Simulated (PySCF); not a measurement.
Input of a response calculation (the driver script's job line, then coordinates in Å):

```
{"job": {"kind": "uv", "xc": "PBE0", "basis": "def2-SVPD", "ip": true}, "charge": 0, "multiplicity": 1}
C     -1.867674     1.110597     0.662356
C     -1.227509    -0.227128     0.302618
C     -1.807176    -0.814550    -0.986409
C      0.270240    -0.127296     0.193282
O      0.937427    -1.048228     0.764848
B      2.459631    -0.912650     0.884921
O      2.942344    -0.308234    -0.431089
C      2.221738     0.597184    -0.956730
C      0.907963     0.855172    -0.585962
H     -2.946103     0.973518     0.831604
H     -1.753841     1.848276    -0.147060
H     -1.431524     1.537787     1.577224
H     -1.403578    -0.943614     1.120307
H     -2.891379    -0.967245    -0.876419
H     -1.643335    -0.138939    -1.840236
H     -1.348399    -1.785502    -1.223752
H      2.685427    -0.101085     1.774443
H      2.940186    -2.015868     1.017835
H      2.684931     1.144723    -1.791699
H      0.339816     1.638922    -1.083092
```

Computed with TDDFT PBE0/def2-SVPD, vertical, gas phase, core orbitals frozen in the response (PySCF). Job line and output are in the format of a driver script around the code.

(1) Give the output without the SCF cycles.

## Answers

(1) 
```
converged SCF energy = -409.8399368597

Static polarisability (au): isotropic 94.422, principal 77.563 91.495 114.207

Singlet excitations
state   eV       nm        f      main configurations
  1   3.7461    331.0   0.03205   H->L 0.97
  2   4.9712    249.4   0.00328   H-2->L 0.97
  3   5.4933    225.7   0.15806   H-1->L 0.91
  4   6.3134    196.4   0.06652   H-3->L 0.88
  5   6.4427    192.4   0.01665   H->L+1 0.93
  6   6.6442    186.6   0.00006   H-4->L 0.77, H-6->L 0.12
  7   6.8420    181.2   0.01337   H-6->L 0.57, H-4->L 0.19, H-5->L 0.09
  8   6.9661    178.0   0.03051   H->L+2 0.88
  9   7.1343    173.8   0.00326   H-5->L 0.80, H-6->L 0.12
 10   7.2221    171.7   0.06518   H->L+3 0.80

Triplet excitations (Tamm-Dancoff, eV): 2.8406 4.5239 4.5548 5.7801
Vertical ionisation energy (delta-SCF) = 8.9242 eV
Vertical electron affinity (delta-SCF) = 0.3779 eV
```

The structure is a single PBE0-D3(BJ)/def2-SVP conformer in the gas phase; no vibrational or solvent corrections.

H and L stand for HOMO and LUMO.

The vertical ionisation energy (ΔSCF) is 8.92 eV, 1.70 eV above S10.

The values belong to the conformer `[CH3:1][CH:2]([CH3:3])[C:4]1=[O+:5][BH2-:6][O:7][CH:8]=[CH:9]1`: C1–C2–C4–O5 134°.
